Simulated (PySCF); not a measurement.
GaH6N3, SMILES [NH2][Ga]([NH2])[NH2]. Atoms are numbered in the order given.

```xyz
10

Ga     0.0116     0.0021     0.0000
N     -0.0931     0.9148    -1.5977
H      0.2116     1.8914    -1.6206
H      0.2395     0.4417    -2.4419
N      0.0812    -1.8407     0.0000
H     -0.2633    -2.3276     0.8320
H     -0.2633    -2.3276    -0.8320
N     -0.0931     0.9148     1.5977
H      0.2395     0.4417     2.4419
H      0.2116     1.8914     1.6206
```
Charge 0, spin multiplicity 1.

Geometry: PBE-D3(BJ)/def2-SVP. The structure was generated by enumeration; whether it is a known compound was not checked. The values are those of a single conformer.

Computed with HF/pcSseg-1 in PySCF.

GIAO shieldings, no solvent; atoms alike by connectivity are averaged. δ = σ(ref) − σ: ¹⁵N against NH3 (σ = 267.3 ppm); ¹H against TMS (σ = 31.99 ppm), references at their B3LYP-D3(BJ)/def2-TZVP geometries, non-relativistic.

Estimate the chemical shifts. (An estimate is asked for; the answer gives what the named calculation found.)


```json
[
 {"nucleus": "¹⁵N", "atoms": "N2, N5, N8", "count": "3", "δ (ppm)": "-3.6"},
 {"nucleus": "¹H", "atoms": "H3, H4, H6, H7, H9, H10", "count": "6", "δ (ppm)": "0.52"}
]
```
